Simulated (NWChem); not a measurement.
# GeBr2, singlet; SMILES [Ge]([Br])[Br]

Low-valent species are run as closed-shell singlets; no triplet was tried in these runs. This build's default masses of Se (78.918 u) and Br (79.917 u) are each other's, which moves their modes by up to 0.6 %.

**Question.** Give the equilibrium geometry at PBE0/def2-SVP (NWChem) as a Z-matrix, with the point group.

**Answer.** point group C2v; any orientation.
```
Ge
Br 1 2.3456
Br 1 2.3456 2 101.29
```
